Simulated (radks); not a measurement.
The numbers below are computed, except where a source is named.
How relativity changes the ionisation of the nitrogen ion N2+ ([He] 2s2 2p1) to N3+ ([He] 2s2). Spin-unpolarised spherical Kohn-Sham, PBE, point nucleus unless stated (finite: rms radius 2.5582 fm), a radial shooting solver on a logarithmic mesh with Libxc functionals. A level marked "c x" has the speed of light scaled by that factor and shares open shells by 2j + 1; other Dirac levels either fill j = l - 1/2 first or share by 2j + 1.

level,E(N2+) (hartree),E(N3+) (hartree),IE (eV),HOMO,<r> HOMO (bohr)
non-rel.,-52.86079,-51.13047,47.084,2p,1.138
scalar-rel.,-52.89322,-51.16299,47.082,2p,1.138
"scalar-rel., finite nucleus",-52.89322,-51.16299,47.082,2p,1.138
"Dirac, 2j+1 shares",-52.89323,-51.16299,47.082,2p3/2,1.138
"Dirac, low j first",-52.89395,-51.16299,47.102,2p1/2,1.138
"Dirac, 2j+1 shares, finite nucleus",-52.89322,-51.16299,47.082,2p3/2,1.138
"Dirac, c x 0.75",-52.91851,-51.18835,47.080,2p3/2,1.138
"Dirac, c x 1.25",-52.88154,-51.15128,47.083,2p3/2,1.138
"Dirac, c x 100",-52.86079,-51.13047,47.084,2p3/2,1.138

NIST Atomic Spectra Database: 47.445 eV (semi-empirical). The relativistic part of the total energy of N2+ is -0.03243 hartree (Dirac, 2j+1 shares, finite nucleus), 0.061 % of the non-relativistic value. Spin polarisation and multiplet splitting of open shells are left out at every level.

Beside tabulated values, note that spin-unpolarised runs miss the spin-polarisation part of the exchange energy of open shells.
